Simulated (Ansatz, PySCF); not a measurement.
WOBr3, SMILES [Br][W]([Br])([Br])=[O] (connectivity only; charge and spin as stated), neutral, multiplicity 2. Atoms are numbered in the order given.

```xyz
5

W     -0.0723     0.4076     0.0000
O      0.1570     2.0824     0.0000
Br    -2.3509    -0.4094     0.0000
Br     1.2400    -0.4894    -1.8301
Br     1.2400    -0.4894     1.8301
```
Charge 0, spin multiplicity 2.

Geometry: r2SCAN-D4/def2-SVP. The multiplicity is an assumed one; other spin states were not compared. The def2 effective core potentials stand for the cores of W; spin–orbit coupling is left out.

Two levels are set side by side: PBE-D3(BJ)/def2-SVP (Ansatz, a first-principles code) and r2SCAN-D4/def2-SVP (Ansatz). Each level has its own optimised geometry; the coordinates shown are those of the second. Frequencies come from the Hessian of PySCF at each geometry. Differences are taken from unrounded values.

```tsv
quantity	r2SCAN-D4	PBE-D3(BJ)	PBE-D3(BJ) minus r2SCAN-D4
mean bond length (Å)	2.240	2.248	0.008
bond W1–O2 (Å)	1.690	1.701	0.010
bond W1–Br3 (Å)	2.421	2.426	0.006
bond W1–Br4 (Å)	2.424	2.432	0.008
bond W1–Br5 (Å)	2.424	2.432	0.008
highest harmonic wavenumber (cm⁻¹)	1030	998	-32
mean harmonic wavenumber (cm⁻¹)	258	253	-5
zero-point energy (kcal/mol)	3.33	3.26	-0.07
```
